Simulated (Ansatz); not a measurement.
The first iterations of a band of CH2BrNO (6 atoms, charge 0, multiplicity 1).

Computed with RKS PBE0/def2-SVP (Ansatz 0.2.0).

```
movable images  : 5
climbing image  : yes
spring          : 5.0 eV/Å²
optimiser       : quadratic models (default)
start path      : through a guess of the saddle point
force threshold : 0.05 eV/Å
iteration limit : 60
end points      : relaxed
```

Image 0:

```xyz
6
Properties=species:S:1:pos:R:3
N 0.069 0.791 -0.890
C -0.295 -0.168 -0.171
O 0.203 -0.644 0.976
Br -1.794 -1.209 -0.671
H 0.888 1.278 -0.518
H 0.971 -0.112 1.228
```

Image 6:

```xyz
6
Properties=species:S:1:pos:R:3
N 0.044 0.890 -1.036
C -0.127 0.002 -0.178
O 0.599 -0.214 0.921
Br -1.571 -1.248 -0.366
H 0.849 1.475 -0.798
H 0.247 -0.969 1.410
```

| iteration | highest image above the first end (eV) | largest band force component (eV/Å) |
| --- | --- | --- |
| 1 | 1.317 | 15.073 |
| 2 | 0.279 | 1.881 |

Does the band converge within its limit, and where does its top end?

The forces met the threshold. It ended after 8 iterations with the highest image 0.192 eV above the first end. A vibrational analysis at the climbing image gives one clearly imaginary mode, 446i cm⁻¹: a first-order saddle point.

Time of the run: 99 s on 1 thread of Intel(R) Xeon(R) Platinum 8488C (Sapphire Rapids), with other jobs on the host, peak memory 0.19 GiB.
